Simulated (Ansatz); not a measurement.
CHBr$_{2}$F, SMILES `FC(Br)Br` at its PBE0-D4/def2-TZVP geometry, where that method's forces vanish. Total charge 0; spin multiplicity 1.

```tsv
atom	x (Å)	y (Å)	z (Å)
F1	-1.3824	-0.2768	-0.0629
C2	-0.0975	0.0952	-0.0734
Br3	0.5063	0.3918	1.7325
Br4	0.9563	-1.2395	-0.9801
H5	0.0173	1.0293	-0.6161
```

Problem. For each bond, give half the difference of the two atoms' forces along it (eV/Å; positive pushes the atoms apart) under PBE-D4, r2SCAN-D4, B3LYP-D4, ωB97M-V in def2-TZVPP. (Estimate.)

Solution. Ansatz gave: 
```json
{"bond": "F1–C2", "length (Å)": "1.338", "PBE-D4": "0.53", "r2SCAN-D4": "0.22", "B3LYP-D4": "0.33", "ωB97M-V": "0.33"}
{"bond": "C2–Br3", "length (Å)": "1.927", "PBE-D4": "0.22", "r2SCAN-D4": "0.18", "B3LYP-D4": "0.26", "ωB97M-V": "-0.04"}
{"bond": "C2–Br4", "length (Å)": "1.927", "PBE-D4": "0.22", "r2SCAN-D4": "0.18", "B3LYP-D4": "0.26", "ωB97M-V": "-0.04"}
{"bond": "C2–H5", "length (Å)": "1.086", "PBE-D4": "0.02", "r2SCAN-D4": "-0.15", "B3LYP-D4": "-0.27", "ωB97M-V": "-0.19"}
```

B3LYP here is the variant with VWN-RPA as its local correlation; programs differ in this.
